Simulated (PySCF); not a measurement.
**Which element holds F most strongly?**

PBE0 in PySCF with def2-TZVPPD on every atom (core potentials on Sn), for the lowest determinant that a PBE0 search found; no spin–orbit coupling. D0 is De less the harmonic zero-point energy.

```csv
M,state (unpaired electrons),Re (Å),ωe (cm⁻¹),D0(MF) (eV)
P,triplet (π ↑↑),1.595,855,4.67
C,doublet (π ↑),1.269,1334,5.75
As,triplet (π ↑↑),1.743,690,4.18
Al,singlet (closed shell),1.665,780,6.72
Ge,doublet (π ↑),1.757,663,5.21
Sn,doublet (π ↑),1.950,573,4.85
Ga,singlet (closed shell),1.788,613,5.93
```

**Question.** Order the elements by D0 and give the energy of PF + Sn → SnF + P.

**Answer.** Al > Ga > C > Ge > Sn > P > As; ΔE = 4.67 − 4.85 = -0.18 eV at PBE0/def2-TZVPPD. Close neighbours can swap at other levels.

These are scalar-relativistic numbers at best; spin–orbit coupling would shift them, the dissociation energy most. States were picked by a PBE0 search and need not be the measured ground states.
